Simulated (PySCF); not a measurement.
**SMILES [SiH3][C@@H]1C[C@H]1[AsH2], C$_{3}$H$_{9}$AsSi**

Geometry:
| atom | x (Å) | y (Å) | z (Å) |
| --- | --- | --- | --- |
| Si1 | 1.945 | 0.908 | 0.030 |
| C2 | 0.541 | -0.327 | 0.234 |
| C3 | 0.033 | -1.106 | -0.942 |
| C4 | -0.824 | -0.037 | -0.338 |
| As5 | -2.405 | -0.569 | 0.697 |
| H6 | 1.814 | 1.559 | -1.276 |
| H7 | 1.857 | 1.910 | 1.095 |
| H8 | 3.222 | 0.195 | 0.103 |
| H9 | 0.538 | -0.874 | 1.175 |
| H10 | 0.477 | -0.925 | -1.911 |
| H11 | -0.246 | -2.142 | -0.784 |
| H12 | -0.922 | 0.880 | -0.913 |
| H13 | -2.657 | 0.817 | 1.224 |
| H14 | -3.373 | -0.291 | -0.421 |

Method used: TDDFT wB97X-D/aug-cc-pVDZ circular dichroism and optical rotation, one conformer, gas phase (PySCF). Geometry: GFN2-xTB.

The calculation is non-relativistic, which matters for the atoms heavier than Zn.

**Question.** Draw the ECD and absorption spectra from the lowest 16 states, each a Gaussian of half-width 0.25 eV at 1/e height.

**Answer.** 
```csv
E (eV),λ (nm),Δε (L mol⁻¹ cm⁻¹),ε (L mol⁻¹ cm⁻¹)
5.95,208,+0.26,115
6.05,205,+1.10,487
6.15,201,+3.35,1520
6.25,198,+7.42,3530
6.35,195,+11.86,6270
6.45,192,+13.50,8980
6.55,189,+10.54,11100
6.65,186,+4.75,12300
6.75,184,-0.52,12200
6.85,181,-3.09,10800
6.95,178,-1.77,8480
7.05,176,+4.42,6140
7.15,173,+14.61,4540
7.25,171,+24.11,4100
7.35,169,+27.03,4500
7.45,166,+22.53,4850
7.55,164,+16.03,4800
7.65,162,+11.48,5090
7.75,160,+5.36,6850
7.85,158,-7.55,10300
7.95,156,-25.04,14200
8.05,154,-38.35,16100
```
Δε uses R in velocity form, ε uses f in length form. Only the states computed contribute, so the short-wavelength end is incomplete.
